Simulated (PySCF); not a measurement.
## Working out the ionisation energy of Se⁺

Se⁺ [Ar] 3d10 4s2 4p3 (4S) → Se²⁺ [Ar] 3d10 4s2 4p2 (3P). Computed with PySCF 2.14 in aug-cc-pVDZ-DK (6s5p3d, 36 functions), with scalar relativity by spin-free X2C-1e. Frozen: [Ar] 3d10. Energies in hartree (1 hartree = 27.21139 eV):

```json
{"part": "UHF", "Se⁺ (lower)": "-2427.647810", "Se²⁺ (upper)": "-2426.881924"}
{"part": "CCSD correlation", "Se⁺ (lower)": "-0.072142", "Se²⁺ (upper)": "-0.060445"}
{"part": "(T)", "Se⁺ (lower)": "-0.000822", "Se²⁺ (upper)": "-0.000597"}
```

Question: What does Hartree-Fock give?

Answer: (-2426.881924) − (-2427.647810) = 0.765886 hartree = 20.841 eV.

Question: What do CCSD and CCSD(T) give?

Answer: The CCSD correlation energies differ by 0.011697 hartree = 0.318 eV and the triples by 0.000225 hartree = 0.006 eV, so CCSD gives 21.159 eV and CCSD(T) 21.165 eV.

Reference: 21.196 ± 0.01 eV (measured; NIST Atomic Spectra Database, ionization energies), between the lowest levels; spin-orbit coupling is absent from the calculation.

A double-zeta basis recovers only part of the correlation energy.

What remains against the reference includes basis incompleteness, the frozen core and higher excitations.
